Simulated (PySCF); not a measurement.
BGeH6NO2. Atoms are numbered in the order given.

```xyz
11

Ge    -0.0032    -1.3505     0.0000
N      0.7799     0.3196     0.0000
B      0.0179     1.5198     0.0000
O     -1.3462     1.3898     0.0000
O      0.5458     2.7886     0.0000
H     -0.8619    -1.5491     1.2599
H     -0.8619    -1.5491    -1.2599
H      1.1671    -2.3541     0.0000
H      1.7910     0.3476     0.0000
H     -1.7830     2.2459     0.0000
H      1.5053     2.8097     0.0000
```
Charge 0, spin multiplicity 1.

Geometry optimised at PBE0-D3(BJ)/def2-SVP. This is a generated structure with no PubChem entry under its InChIKey; it may be hypothetical. Other conformers were not sampled.

Computed with PySCF with B3LYP/def2-TZVP.

ESP charges are fitted to the potential on shells at 1.4 to 2.0 van der Waals radii. Atomic charges (e):

```tsv
atom	Mulliken	ESP fit	Löwdin	IAO
Ge1	0.29	0.30	0.41	0.65
N2	-0.44	-0.66	-0.03	-0.70
B3	0.33	0.69	-1.11	0.54
O4	-0.47	-0.65	0.18	-0.59
O5	-0.44	-0.72	0.16	-0.59
H6	-0.03	-0.04	-0.06	-0.10
H7	-0.03	-0.04	-0.06	-0.10
H8	-0.04	-0.06	-0.07	-0.11
H9	0.20	0.31	0.18	0.26
H10	0.32	0.44	0.21	0.37
H11	0.31	0.42	0.20	0.37
```
